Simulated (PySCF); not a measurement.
## The Ru–F bond energy of RuF₃

These are results of PySCF, PBE0, basis Ru def2-TZVP with ECP28, F def2-TZVP (scalar-relativistic core potentials, no spin–orbit coupling, density fitting), not measurements.

Each entry is the lowest minimum that a search over a few typed start shapes (and spin states, where more than one is plausible) found, or that minimum re-optimised at the stated level; isomers with ligand–ligand bonds, or fragments after loss of a ligand pair, can lie lower.

Total energies (Eh), which compare only within these settings: F atom -99.67618.

```csv
species,2S+1,group,E (Eh),ZPE (kJ/mol)
RuF₂,5,D∞h,-294.48914,9.4
RuF₃,4,C2v,-394.27993,15.0
```

Question: What are De and D0 for RuF₃ → RuF₂ + F?

Answer: De = [(-294.48914) + (-99.67618) − (-394.27993)] × 2625.5 = 301 kJ/mol. The zero-point energy changes by -5.7 kJ/mol, so D0 = 295 kJ/mol.

Atoms and open shells are unrestricted, without spin–orbit or basis-set superposition corrections.

One determinant describes each species, so states of open d or f shells may be missed.
